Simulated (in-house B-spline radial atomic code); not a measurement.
A fraction x of an electron is removed from 3p in neutral phosphorus, starting from [Ne] 3s2 3p3 and keeping the highest spin. Computed with an all-electron radial atomic-structure program (B-spline basis): non-relativistic AM05, spin-polarised, spherical fractional occupations, point nucleus.

```csv
x,E(x) - E(0) (eV),3p up level (eV)
0,0.0000,-6.218
0.12,0.8043,-7.190
0.14,0.9497,-7.354
0.29,2.1462,-8.605
0.45,3.6321,-9.975
0.5,4.1417,-10.411
0.51,4.2463,-10.498
0.73,6.7702,-12.457
0.85,8.3305,-13.551
0.88,8.7411,-13.827
1,10.4672,-14.943
```

The exact functional would give a straight line between the two integer points. Deviations E(x) - E(0) - x[E(1) - E(0)], in eV: -0.452 at x = 0.12, -0.516 at x = 0.14, -0.889 at x = 0.29, -1.078 at x = 0.45, -1.092 at x = 0.5, -1.092 at x = 0.51, -0.871 at x = 0.73, -0.567 at x = 0.85, -0.47 at x = 0.88.

The curve lies below the straight line by up to 1.092 eV (at x = 0.5): convex, the delocalisation error that favours fractional charges.

Task: How well does Slater's transition state (minus the level at half occupation) give the ionisation energy?

Result: It gives 10.411 eV against 10.467 eV from the two total energies; NIST lists 10.49 eV, ground level to ground level.
